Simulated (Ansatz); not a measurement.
`C[S][GeH2][OH]` + `C#C[SiH2]O` → `O[SiH2]C#[C][GeH2][OH]` + CH₃SH  (formal exchange of groups at a Ge–S bond)

Gas-phase electronic energies from Ansatz, PBE0-D4/def2-TZVP geometries. CBS: MP2 limit from def2 TZ/QZ plus the TZ coupled-cluster correction, frozen cores. This one scheme is used for every species. For Ge outer-core shells are correlated without core-valence functions, which leaves a few kJ/mol of doubt a bond. Scalar relativity is left out up to krypton. One conformer a species, not always the lowest.

```tsv
species	CCSD(T)/CBS(def2) energy (Eh)
`C[S][GeH2][OH]`	-2590.76399
`C#C[SiH2]O`	-442.75166
`O[SiH2]C#[C][GeH2][OH]`	-2595.27571
CH₃SH	-438.22835
```

(1) Work out ΔE.

Largest T1 diagnostic among the species: 0.012.

Answers

(1) ΔE = (-2595.27571) + (-438.22835) − (-2590.76399) − (-442.75166) = 0.01159 Eh = +30.4 kJ/mol.

The D4 term adds +3.6 kJ/mol with B3LYP and +1.8 kJ/mol with PBE0; it sums over pairs of atoms, weighted by their polarisabilities, and B3LYP, whose exchange is more repulsive, gets the larger term.

B3LYP here is the variant with VWN-RPA as its local correlation; programs differ in this.
